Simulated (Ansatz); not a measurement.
`[CH3][SnH]([F])[Cl]` → `[CH3][Sn][F]` + HCl at 500 K and 1 bar (stannylene formation by 1,1-elimination).

Computed with Ansatz on PBE0-D4/def2-TZVP structures; ΔE is electronic, products minus reactants. CCSD(T)/CBS adds triple-zeta CCSD(T) − MP2 to the extrapolated MP2 energy (def2 sets, frozen cores). This one scheme is used for every species. def2 core potentials past Kr. For Sn outer-core shells are correlated without core-valence functions, which leaves a few kJ/mol of doubt a bond.

```csv
species,CCSD(T)/CBS energy (Eh),H − E (kJ/mol),S (J/(mol·K))
`[CH3][SnH]([F])[Cl]`,-814.13902,163.8,413.9
`[CH3][Sn][F]`,-353.71142,126.2,354.6
HCl,-460.38127,32.5,201.9
```

H − E and S are ideal-gas, rigid-rotor, harmonic terms from PBE0-D4/def2-TZVP, for one conformer and one mirror image of each species. 1 Eh = 2625.50 kJ/mol, R = 8.31446 J/(mol·K).

Question: By hand: ΔE, ΔH, ΔS and ΔG.

Answer: ΔE = (-353.71142) + (-460.38127) − (-814.13902) = 0.04633 Eh = 121.6 kJ/mol. Δ(H − E) = 126.2 + 32.5 − 163.8 = -5.1, so ΔH = 116.5 kJ/mol. ΔS = 354.6 + 201.9 − 413.9 = 142.6 J/(mol·K). ΔG = 116.5 − 500 × (142.6)/1000 = 45.2 kJ/mol.

Question: By hand: the equilibrium constant, and the temperature at which ΔG would vanish if ΔH and ΔS stayed fixed.

Answer: log₁₀ K = −ΔG/(RT ln 10) = -4.7. ΔG = 0 at ΔH/ΔS = 817 K.

The number of gas molecules changes by +1, which sets the sign of ΔS. A doubt of 5 kJ/mol in ΔE shifts log₁₀ K by 0.5 here. Other conformers and mirror images would add mixing entropy, several J/(mol·K) or more a flexible species. Modes under 60 cm⁻¹, often nearly free rotors, make the harmonic entropy too high. These are equilibria of isolated gas molecules and say nothing of rates. Largest T1 diagnostic: 0.015 (customary marks: 0.02 for closed shells, 0.045 for open ones).
